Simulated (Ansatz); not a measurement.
Ansatz (an electronic-structure program) input (CCSD(T)/aug-cc-pVDZ):

Ansatz 0.2 input:
```yaml
crystal:
  periodic: [false, false, false]
  atoms:
    - {symbol: C, position_ang: [1.46871891, -0.10220435, -0.17749299]}
    - {symbol: C, position_ang: [0.20127381, -0.01291603, -0.01782906]}
    - {symbol: O, position_ang: [-1.06597145, 0.15715660, 0.07537202]}
    - {symbol: H, position_ang: [-1.49218478, -0.56653057, 0.56895620]}
basis:
  gaussian:
    orbitals: aug-cc-pVDZ
magnetization: {spin_polarized: true, initial_magnetization: 1}
correlation: {method: ccsd_t, electrons: outside_noble_gas}
output: {forces: true}
```

Output:

```
Functional definition: HF
integrals: 0.10 GiB planned
783 factors; integrals over basis functions are off by at most 6.6e-4 eV
mean field: 0.17 GiB planned
mean field evaluation 1: about -4107.7106 eV, gradient 1.7e1 eV
mean field evaluation 2: about -4107.7112 eV, gradient 1.7e1 eV
mean field evaluation 4: about -4109.5547 eV, gradient 2.6e0 eV
mean field evaluation 8: about -4109.6398 eV, gradient 2.3e-1 eV
mean field evaluation 16: about -4109.6231 eV, gradient 9.6e-1 eV
mean field evaluation 32: about -4109.5976 eV, gradient 1.3e0 eV
mean field evaluation 64: about -4109.6383 eV, gradient 2.0e-1 eV
mean field evaluation 96: about -4109.2302 eV, gradient 3.3e-2 eV
mean field evaluation 128: about -4109.2295 eV, gradient 7.4e-2 eV
mean field evaluation 160: about -4108.9530 eV, gradient 1.2e0 eV
mean field -4109.64085860 eV, -151.0265159390 hartree, gradient 3.3e-6 eV, S^2 0.756120; 11 other end points of the search recorded, 0 dependent functions left out
determinant -4109.64085860 eV, -151.0265159390 hartree, with singles and doubles -4121.52777486 eV, -151.4633520542 hartree
determinant -4109.23068830 eV, -151.0114424583 hartree, with singles and doubles -4121.00406884 eV, -151.4441062131 hartree
determinant -4109.12394920 eV, -151.0075198690 hartree, with singles and doubles -4120.86844378 eV, -151.4391220839 hartree
determinant -4108.93630542 eV, -151.0006240870 hartree, with singles and doubles -4121.03023438 eV, -151.4450677790 hartree
determinant -4109.64085860 eV, -151.0265159390 hartree, with singles and doubles -4121.52728746 eV, -151.4633341425 hartree
determinant -4109.23068830 eV, -151.0114424583 hartree, with singles and doubles -4121.00269092 eV, -151.4440555753 hartree
determinant -4108.93630542 eV, -151.0006240870 hartree, with singles and doubles -4120.91429875 eV, -151.4408072231 hartree
3 core orbitals not correlated
reference -4109.64085860 eV, -151.0265159390 hartree; 8, 7 occupied and 67, 68 virtual orbitals, 783 factors
densities: 0.59 GiB planned
second order -11.23082585 eV of doubles, -0.00000000 eV of singles
coupled cluster: 0.42 GiB planned
cycle   1  -11.88642980 eV  change   -9.4e-7 eV  update   2.9e-6
cycle   2  -11.88642903 eV  change    7.7e-7 eV  update   2.5e-6
cycle   3  -11.88642950 eV  change   -4.7e-7 eV  update   2.2e-6
cycle   4  -11.88642928 eV  change    2.2e-7 eV  update   1.9e-6
cycle   5  -11.88642936 eV  change   -7.5e-8 eV  update   1.6e-6
cycle   6  -11.88642914 eV  change    2.2e-7 eV  update   9.7e-7
cycle   7  -11.88642927 eV  change   -1.4e-7 eV  update   4.2e-7
cycle   8  -11.88642934 eV  change   -7.1e-8 eV  update   2.1e-7
perturbative correction -0.47754863 eV, -0.0175495884 hartree
the calculation of the forces begins
Total energy: -4122.00483657 eV, -151.4808837487 hartree
Atom 0 at     1.468719    -0.102204    -0.177493 Å, force     2.419479    -0.169708    -0.310208 eV/Å
Atom 1 at     0.201274    -0.012916    -0.017829 Å, force    -1.324694    -0.047937     0.276366 eV/Å
Atom 2 at    -1.065971     0.157157     0.075372 Å, force    -1.169287     0.299217    -0.002549 eV/Å
Atom 3 at    -1.492185    -0.566531     0.568956 Å, force     0.074502    -0.081571     0.036391 eV/Å
Dipole moment:    -0.887039    -0.195796     0.263549 e Å
```

It need not be the lowest isomer of its formula.
